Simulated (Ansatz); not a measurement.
```xyz
11

O     1.330   -0.031    2.040
Si    0.204    0.544    1.012
O    -1.310    0.020    1.351
O     0.481    0.021   -0.501
Si   -0.127   -0.375   -1.949
F     0.966   -0.015   -3.049
H     1.507   -0.973    2.049
H     0.318    2.009    1.102
H    -1.670    0.217    2.216
H    -0.358   -1.833   -2.021
H    -1.340    0.416   -2.250
```

Charge 0, multiplicity 1.

Question: List the r2SCAN/def2-TZVPP orbital energies in eV (the Gaussian-basis code of Ansatz). (Estimate.)

Answer: The calculation gave: Occupied: -1792.41, -1792.40, -666.04, -516.13, -516.09, -516.05, -142.67, -142.62, -97.58, -97.54, -97.52, -97.50, -97.48, -97.45, -31.21, -27.20, -26.48, -26.34, -15.59, -14.17, -13.79, -12.55, -11.45, -11.35, -10.74, -10.24, -10.17, -9.52, -9.24, -8.94, -8.44, -8.11, -7.92. Lowest empty: 0.19, 0.45, 0.62, 0.95, 1.84, 2.27, 2.59, 2.82.
